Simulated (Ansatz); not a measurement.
Gas-phase electronic energies from Ansatz, PBE0-D4/def2-TZVP geometries. CBS: MP2 limit from def2 TZ/QZ plus the TZ coupled-cluster correction, frozen cores. DFT in def2-TZVPP. B3LYP here is the variant with VWN-RPA as its local correlation; programs differ in this. For Br, Mg outer-core shells are correlated without core-valence functions, which leaves a few kJ/mol of doubt a bond. Scalar relativity is left out up to krypton. Each species was taken in one conformer, which may not be the lowest.

Reaction (redistribution): `[NH2][Mg][Br]` + `CCC1=C[SiH2]1` → `C[CH2][Mg][NH2]` + `BrC1=C[SiH2]1`

`[NH2][Mg][Br]`:

```xyz
5

N    -0.212   -0.595    0.746
Mg    0.194    0.546   -0.684
Br    0.700    1.967   -2.465
H    -0.107   -0.384    1.727
H    -0.575   -1.533    0.677
```

`CCC1=C[SiH2]1`:

```xyz
13

C    -0.392    1.608    1.000
C     0.568    0.443    0.822
C     0.179   -0.493   -0.258
C    -0.808   -0.613   -1.146
Si    0.378   -1.961   -1.306
H    -0.064    2.268    1.805
H    -0.460    2.201    0.085
H    -1.396    1.253    1.241
H     0.659   -0.128    1.754
H     1.581    0.806    0.614
H    -1.699   -0.049   -1.396
H     0.084   -3.327   -0.804
H     1.368   -2.007   -2.410
```

`C[CH2][Mg][NH2]`:

Cartesian coordinates in Å:
```
C 1.664 -0.676 -0.694
C 0.203 -0.390 -1.049
Mg -0.994 0.421 0.469
N -2.082 1.154 1.834
H 1.755 -1.389 0.131
H 2.227 -1.098 -1.536
H 2.197 0.228 -0.385
H -0.277 -1.313 -1.398
H 0.160 0.289 -1.909
H -2.633 0.640 2.506
H -2.221 2.135 2.031
```

`BrC1=C[SiH2]1`:

Cartesian coordinates in Å:
```
Br -0.390 2.707 0.199
C -0.169 0.864 0.039
C -0.867 -0.128 -0.494
Si 0.682 -0.710 0.265
H -1.803 -0.247 -1.025
H 0.690 -1.406 1.574
H 1.857 -1.081 -0.558
```

| level | ΔE (kcal/mol) | difference from CCSD(T)/CBS |
| --- | --- | --- |
| PBE0-D4 | 64.2 | 0.3 |
| B2PLYP | 63.3 | -0.6 |
| PBE0 | 63.9 | 0.0 |
| B3LYP | 62.5 | -1.4 |
| HF/def2-TZVPP | 73.6 | 9.7 |
| MP2/def2-TZVPP | 63.5 | -0.4 |
| SCS-MP2/def2-TZVPP | 63.5 | -0.4 |
| HF/def2-QZVPP | 73.7 | 9.8 |
| MP2/def2-QZVPP | 63.9 | 0.0 |
| HF/CBS(def2) | 73.7 | 9.8 |
| CCSD(T)/CBS | 63.9 | 0 |

Largest T1 diagnostic among the species: 0.011.

From PBE to PBE0 (25 % exact exchange), in def2-TZVPP and without D4, ΔE moves by +4.7 kcal/mol. In def2-TZVPP, CCSD(T) changes the Hartree–Fock value by −10.4 kcal/mol (the triples alone add −1.6 kcal/mol) and MP2 by −10.1 kcal/mol.
